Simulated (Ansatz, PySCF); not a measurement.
Species: CH3BCl, charge 0, multiplicity 2. It need not be the lowest isomer of its formula. 
Structure (B3LYP-D3(BJ)/def2-TZVP (Ansatz, an electronic-structure program) minimum search):
SMILES: C[B]Cl
```xyz
6

B     -0.1480     0.6915    -0.3146
Cl     0.9930    -0.5518     0.0892
C     -1.6637     0.6681    -0.0080
H     -2.1131     1.6610     0.0146
H     -1.9002     0.1353     0.9185
H     -2.1461     0.1190    -0.8280
```
Charge 0, spin multiplicity 2.

Dipole moments at this geometry, in debye (magnitudes).

```csv
level,program,dipole (D)
SVWN5/def2-TZVPD,Ansatz,…
BLYP/def2-TZVPD,Ansatz,1.33
r2SCAN/def2-TZVPD,Ansatz,1.42
B97M-V/def2-TZVPD,Ansatz,1.39
B3LYP/def2-TZVPD,Ansatz,1.37
r2SCAN0/def2-TZVPD,Ansatz,1.44
MN15/def2-TZVPD,PySCF,1.42
CAM-B3LYP/def2-TZVPD,Ansatz,1.41
wB97M-V/def2-TZVPD,Ansatz,1.39
CCSD(T)/aug-cc-pV(D+d)Z,Ansatz,…
```

Question: Some entries are withheld; supply them.

Answer: 
- SVWN5/def2-TZVPD, dipole (D): 1.45
- CCSD(T)/aug-cc-pV(D+d)Z, dipole (D): 1.31
